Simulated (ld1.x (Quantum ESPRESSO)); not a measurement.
# calcium: variants of one PAW potential

Base potential:

```
Element                 : Ca
Generator               : ld1.x (Quantum ESPRESSO) 7.5
Type                    : PAW
Functional              : LDA (PZ)
Relativity              : scalar-relativistic
Frozen core             : [Ne]
Valence charge          : 10
Reference configuration : 3s2 3p6 3d0 4s1.5 4p0.5
Partial waves           : 3s (bound): rcut 1.55, rcutus 1.75 bohr; 4s (bound): rcut 1.55, rcutus 1.75 bohr; 3p (bound): rcut 2.25, rcutus 2.70 bohr; 4p (bound): rcut 2.25, rcutus 2.70 bohr; 3d (bound, empty): rcut 1.55, rcutus 1.85 bohr; 3d channel at 0.8 Ry: rcut 1.55, rcutus 1.85 bohr
Local potential         : all-electron potential smoothed inside 2.55 bohr (lloc = -1)
Core correction         : a·sin(br)/r model core, default radius (core density twice the valence density)
Augmentation charge     : PSQ, inside the norm-conserving radii
```

Cutoffs, loose and tight: the cutoffs (Ry, on a coarse ladder) from which the occupation-weighted sum of valence levels, in a spherical-Bessel basis at the reference potential, stays within 10 and 1 mRy of its value at 400 Ry. They do not see the model core or the augmentation charge, which bear on the density cutoff. Test errors are all-electron minus pseudo excitation energies from the reference, over the configurations 3s2 3p6 3d0 4s2 4p0; 3s2 3p6 3d0 4s1 4p0; 3s2 3p6 3d0 4s0 4p0; 3s2 3p6 3d0 4s1.5 4p0; 3s2 3p5 3d0 4s2 4p0; 3s1 3p6 3d0 4s2 4p0; 3s2 3p6 3d1 4s1 4p0 (two spin-polarised tests are not counted in the largest error). A dash means not determined; rows that change the core or the reference have their own tests. The largest error is taken over the tests solved by every variant that gives reliable tests at all: 3s2 3p6 3d0 4s0 4p0; 3s2 3p6 3d0 4s1 4p0; 3s2 3p6 3d0 4s1.5 4p0; 3s2 3p6 3d0 4s2 4p0.

Cutoffs are not given where the Bessel-basis levels miss the radial ones by over 6 mRy, ghosts where they miss by over 20 mRy; a channel whose overlap is not positive is not tested.

The default core radius of the base comes out at 0.61 bohr.

On the changes marked as counting shells twice: ld1.x takes every shell without a wave as core, so the model core holds the marked electrons as well and exchange and correlation see them twice. This cancels in the reference configuration, but the file is broken for other ones, and its errors say nothing about a proper core correction.

| change | outcome | cutoff, loose | cutoff, tight | bound ghosts | largest test error (meV) |
| --- | --- | --- | --- | --- | --- |
| base | generated | 18 Ry | 30 Ry | none | +0.7 |
| functional PBE | generated | 18 Ry | 30 Ry | none | +0.7 |
| waves 3p (bound): rcut 2.25, rcutus 4.06 bohr; 4p (bound): rcut 2.25, rcutus 4.06 bohr | failed: new_paw_hamiltonian: negative rho | – | – | – | – |
| augmentation PSQ, radius 1.50 bohr | generated | 18 Ry | 30 Ry | none | -0.4 |
| waves 3d (bound): rcut 1.18, rcutus 1.26 bohr; 3d channel at 0.8 Ry: rcut 1.18, rcutus 1.26 bohr | generated | 18 Ry | 30 Ry | none | +0.7 |
| type RRKJ; waves now 3p (bound): rc 2.70 bohr; 3d (bound): rc 1.85 bohr; 3s (bound): rc 1.75 bohr; local potential the s channel; rho0 0.005 (4p, 4s counted twice) | generated, misses its reference levels by 0.34 eV | 30 Ry | 55 Ry | none | -1601 |
| core correction a·sin(br)/r model core, default radius (ld1.x builds one for every PAW set, though the input has nlcc=.false.) | generated | 18 Ry | 30 Ry | none | +0.4 |
| waves 3s (bound): rcut 1.55, rcutus 2.08 bohr; 4s (bound): rcut 1.55, rcutus 2.08 bohr | failed: new_paw_hamiltonian: negative rho | – | – | – | – |
| wave 3d channel at 0.8 Ry: rcut 1.55, rcutus 1.85 bohr becomes 3d channel at 2.04 Ry: rcut 1.55, rcutus 1.85 bohr | generated | 18 Ry | 30 Ry | none | +0.7 |

**Question.** What comes out with this change to the base: local potential all-electron potential smoothed inside 1.90 bohr (lloc = -1)?

**Answer.** outcome: generated, overlap not positive; bound ghosts: not determined (overlap not positive); largest test error (meV): test run stopped at test 1 of 9 (negative rho). A file whose overlap is not positive is unfit for use, and its test errors describe a broken file.

**Question.** What comes out with this change to the base: reference 3s2 3p6 3d0 4s1 4p0?

**Answer.** outcome: generated; cutoff, loose: 18 Ry; cutoff, tight: 30 Ry; bound ghosts: none; largest test error (meV): -98.
